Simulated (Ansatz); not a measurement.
Consider the cleavage of the B–Si bond: `B[SiH](N)[SiH2]F` + `OBF` → `BOBF` + `N[SiH2][SiH2]F`.

Gas-phase electronic energies from Ansatz, PBE0-D4/def2-TZVP geometries. CBS: MP2 limit from def2 TZ/QZ plus the TZ coupled-cluster correction, frozen cores. This one scheme is used for every species. Each species was taken in one conformer, which may not be the lowest.

| species | CCSD(T)/CBS(def2) energy (Eh) |
| --- | --- |
| `B[SiH](N)[SiH2]F` | -761.70514 |
| `OBF` | -201.07426 |
| `BOBF` | -226.48924 |
| `N[SiH2][SiH2]F` | -736.34029 |

Q: Work out ΔE.

A: ΔE = (-226.48924) + (-736.34029) − (-761.70514) − (-201.07426) = -0.05013 Eh = -31.5 kcal/mol.

Largest T1 diagnostic among the species: 0.013.

The D4 term adds +0.9 kcal/mol with B3LYP and +0.5 kcal/mol with PBE0; it sums over pairs of atoms, weighted by their polarisabilities, and B3LYP, whose exchange is more repulsive, gets the larger term. In def2-TZVPP, CCSD(T) changes the Hartree–Fock value by +5.1 kcal/mol (the triples alone add +0.5 kcal/mol) and MP2 by +3.8 kcal/mol. From PBE to PBE0 (25 % exact exchange), in def2-TZVPP and without D4, ΔE moves by −1.6 kcal/mol.

B3LYP here is the variant with VWN-RPA as its local correlation; programs differ in this.
